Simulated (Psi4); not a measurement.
Interaction energy of HBr ··· H3B (SMILES Br and B), singlet. Monomers: optimised at B3LYP-D3(BJ) (def2-TZVP), held rigid. Orientation: a random orientation, not optimised. Only R, the distance of the centres of mass, is varied, so the lowest point isn't the relaxed dimer.

Geometry at R = 3.97 Å (first 2 atoms: monomer A):
```
6

Br     0.7124     0.0000     0.0000
H     -0.7124     0.0000     0.0000
B      1.0972     1.7437     3.5448
H      0.2140     0.9662     3.7176
H      1.5406     2.3539     4.4643
H      1.5365     1.9116     2.4524
```

- SAPT0/jun-cc-pVDZ, frozen core (Psi4)
- PBE0/def2-TZVP, counterpoise-corrected (Psi4)
- PBE/def2-TZVP, counterpoise-corrected (Psi4)
- MP2/aug-cc-pVTZ = DF-MP2/aug-cc-pVTZ, frozen core, counterpoise-corrected (Psi4)
- wB97X-V/def2-TZVP, counterpoise-corrected (Psi4)
- CCSD(T)/aug-cc-pVDZ = DF-CCSD(T)/aug-cc-pVDZ, frozen core, counterpoise-corrected in Psi4

Cost and agreement with CCSD(T)/aug-cc-pVDZ over the 12 points of the scan, with CCSD(T)/aug-cc-pVDZ as yardstick. Costs are rough ratios of core time within Psi4 on shared cores, each with its mean field (Kohn-Sham runs search longer for lower solutions than correlated ones do); the miss is the largest difference from CCSD(T) of the interaction energy, in kcal/mol.

Q: Which of them comes closest to CCSD(T)/aug-cc-pVDZ within 9 times the cost of the cheapest?

A: SAPT0/jun-cc-pVDZ, 0.22 kcal/mol off at most.

```tsv
level	relative cost	largest difference
SAPT0/jun-cc-pVDZ	1	0.22
PBE0/def2-TZVP	2	0.41
PBE/def2-TZVP	2	0.45
MP2/aug-cc-pVTZ	3	0.81
wB97X-V/def2-TZVP	20	0.79
```

Costs within a factor of two of each other count as equal.
